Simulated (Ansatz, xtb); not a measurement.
## CH11GeNSi2: which of two isomers lies lower

Structure I: `C[SiH2][N]([SiH3])[GeH3]`, a singlet. Structure II: `C[SiH2]N[SiH2][GeH3]`, a singlet. Both are isolated molecules in the gas phase, relaxed with B3LYP/def2-SVP, each in the lowest conformer that the search found.

I (Å):

```xyz
16

C     0.5092    3.5592    0.5276
Ge   -0.0439   -0.2632   -0.6511
N    -0.3773    0.6707    0.9380
Si   -0.9014    2.3512    0.8474
Si   -0.0875   -0.1693    2.4509
H     1.0125    3.3451   -0.4294
H     0.1265    4.5929    0.4834
H     1.2646    3.5091    1.3285
H    -1.9062    2.4845   -0.2521
H    -1.5566    2.6916    2.1456
H     1.3326   -0.0705    2.9137
H    -0.9606    0.3915    3.5218
H    -0.3923   -1.6211    2.2679
H     1.3100   -0.9964   -0.5341
H    -1.1666   -1.2908   -0.9092
H     0.0088    0.7699   -1.7941
```

II (Å):

```xyz
16

C    -3.7332    1.3914   -0.9224
Ge    1.5286   -0.3421   -0.1702
N    -1.8579   -0.6406    0.2933
Si   -3.3376    0.2695    0.5379
Si   -0.3871   -0.7001    1.2378
H    -3.8659    0.8091   -1.8495
H    -2.9265    2.1225   -1.0923
H    -4.6696    1.9454   -0.7408
H    -4.4992   -0.6525    0.7461
H    -3.1365    1.0741    1.7769
H    -1.8761   -1.2792   -0.5016
H    -0.2009   -2.0091    1.9429
H    -0.4695    0.3729    2.2694
H     1.5268   -1.3426   -1.3515
H     1.5211    1.0801   -0.7765
H     2.8604   -0.5280    0.5935
```

Problem. Which of the two would you expect CCSD(T)/def2-SVP + ΔMP2/def2-TZVPP electronic energies to favour?

Solution. Structure I; the calculation gives E(II) − E(I) = +0.074 eV.

How the difference moves with the method:

```csv
level,geometry,E(II) − E(I) (eV),departure from the last row (eV),"job, with rough time for the two"
B3LYP/def2-SVP,B3LYP/def2-SVP,−0.105,−0.179,"optimisation, 7.5 min"
HF/def2-SVP,B3LYP/def2-SVP,+0.078,+0.004,part of the CCSD(T) run
MP2/def2-SVP,B3LYP/def2-SVP,+0.162,+0.088,part of the CCSD(T) run
CCSD(T)/def2-SVP,B3LYP/def2-SVP,+0.120,+0.046,single point
CCSD(T)/def2-SVP + ΔMP2/def2-TZVPP,B3LYP/def2-SVP,+0.074,,"single point, 2 min"
```

As drawn, II has 1 Ge–Si, 1 N–H in place of 1 Ge–N, 1 Si–H.

B3LYP/def2-SVP puts the two in the other order. The largest departure from CCSD(T)/def2-SVP + ΔMP2/def2-TZVPP is that of B3LYP/def2-SVP, 0.179 eV. A small imaginary or near-zero mode remains, so no thermal terms are given. Levels run at GFN2-xTB geometries aren't shown. The last row adds to CCSD(T) the change of the MP2 difference between the two basis sets, here −0.046 eV.

The correlated steps freeze 21 core orbitals; the filled d shell of Ge is correlated, in a basis made for valence electrons. Programs: Ansatz 0.2.0, xtb 6.7.1; the last row on 2 threads of Arm Neoverse V2 on a shared host.
